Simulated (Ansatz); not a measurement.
`CN(C)c1ccc(-c2ccc(-c3ccc(C#N)[se]3)[se]2)[se]1` with charge -1. The state is a doublet with charge -1. Geometry r2SCAN-D4/def2-SVP; atoms count from 1.

```
atom    x (Å)    y (Å)    z (Å)
  C1   5.4184   1.9803   0.0711
  N2   4.2366   2.8167   0.0330
  C3   4.4142   4.0524  -0.6885
  C4   3.0125   2.1762  -0.1676
  C5   1.9618   2.5513  -0.9814
  C6   0.7820   1.7643  -0.8782
  C7   0.8142   0.6989   0.0196
  C8  -0.1662  -0.2766   0.3196
  C9  -0.1276  -1.3320   1.2423
 C10  -1.2598  -2.1487   1.3193
 C11  -2.3304  -1.8290   0.4632
 C12  -3.5820  -2.4502   0.3197
 C13  -4.6548  -2.1167  -0.5367
 C14  -5.7924  -2.9208  -0.4600
 C15  -5.7491  -3.9787   0.4610
 C16  -6.7333  -4.9257   0.7415
 N17  -7.5566  -5.7316   0.9867
Se18  -4.0648  -3.9788   1.3625
Se19  -1.8494  -0.2990  -0.5848
Se20   2.5243   0.6610   0.8807
 H21   5.2558   1.1289   0.7479
 H22   6.2720   2.5623   0.4548
 H23   5.6929   1.5681  -0.9253
 H24   5.3453   4.5384  -0.3563
 H25   4.4735   3.9125  -1.7925
 H26   3.5715   4.7297  -0.4811
 H27   2.0329   3.3965  -1.6710
 H28  -0.1063   1.9594  -1.4860
 H29   0.7544  -1.4954   1.8711
 H30  -1.3276  -2.9956   2.0097
 H31  -4.5808  -1.2648  -1.2194
 H32  -6.6811  -2.7531  -1.0749
```

Single mean-field runs in def2-TZVP are fitted with def2-universal-jkfit.

Problem. Estimate the Mulliken populations of the heavy atoms from the PBE0/def2-TZVP orbitals of Ansatz.

Solution. 
```tsv
atom	charge (e)	spin (α − β)
C1	-0.28	0.00
N2	-0.08	0.01
C3	-0.32	0.00
C4	0.00	0.14
C5	-0.23	-0.08
C6	-0.22	0.21
C7	-0.04	-0.09
C8	-0.02	0.19
C9	-0.17	-0.07
C10	-0.20	0.13
C11	-0.02	0.02
C12	-0.02	0.07
C13	-0.20	0.09
C14	-0.21	-0.02
C15	0.08	0.17
C16	-0.32	-0.04
N17	-0.10	0.11
Se18	0.04	0.08
Se19	0.00	0.07
Se20	0.01	0.02
```
Mulliken values depend strongly on the basis.

Problem. Where does the spin sit?

Solution. Summed by element: C 0.70, N 0.12, Se 0.18, H -0.01, of 1 unpaired in all. Largest on single atoms: C6 0.21, C8 0.19, C15 0.17.

Problem. And the Mayer bond orders between heavy atoms (over 0.3)?

Solution. C1–N2 0.98 (1.45 Å); N2–C3 0.99 (1.44 Å); N2–C4 1.14 (1.40 Å); C4–C5 1.55 (1.38 Å); C4–Se20 1.12 (1.91 Å); C5–C6 1.26 (1.42 Å); C6–C7 1.44 (1.39 Å); C7–C8 1.15 (1.42 Å); C7–Se20 1.17 (1.92 Å); C8–C9 1.31 (1.40 Å); C8–Se19 1.16 (1.91 Å); C9–C10 1.43 (1.40 Å); C10–C11 1.28 (1.41 Å); C11–C12 1.24 (1.40 Å); C11–Se19 1.16 (1.92 Å); C12–C13 1.28 (1.41 Å); C12–Se18 1.20 (1.91 Å); C13–C14 1.46 (1.40 Å); C14–C15 1.40 (1.40 Å); C15–C16 1.04 (1.39 Å); C15–Se18 1.08 (1.91 Å); C16–N17 3.04 (1.18 Å).
